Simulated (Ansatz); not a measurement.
GeH$_{6}$O$_{2}$Si (`O[SiH2][GeH2][OH]`). The species carries charge 0 and has multiplicity 1. Correlated methods include outer-core shells of Ge, which these sets cover unevenly. Scalar relativity is left out up to krypton.

```xyz
10

O     0.7433   -1.9248   -0.9758
Si   -0.2789   -0.6293   -0.8863
Ge    0.2332    0.5111    1.1496
O    -0.6769    2.0572    1.1712
H     0.6434   -2.5273   -1.7143
H    -1.7064   -1.0577   -0.9107
H    -0.0854    0.3026   -2.0370
H    -0.2630   -0.2181    2.4066
H     1.7439    0.8084    1.2816
H    -0.3532    2.6779    0.5151
```

Question: Give the diagnostics of a CCSD(T)/def2-TZVPP run (frozen core, Ansatz). (Best estimate.)

Answer: The calculation gave: T1 = 0.0120, largest single amplitude 0.015, largest double 0.023, (T) share of the correlation energy 3.4 %, 10 CCSD cycles. The RHF solution is stable towards an unrestricted one. T1 lies under the customary mark of 0.02 for closed shells.
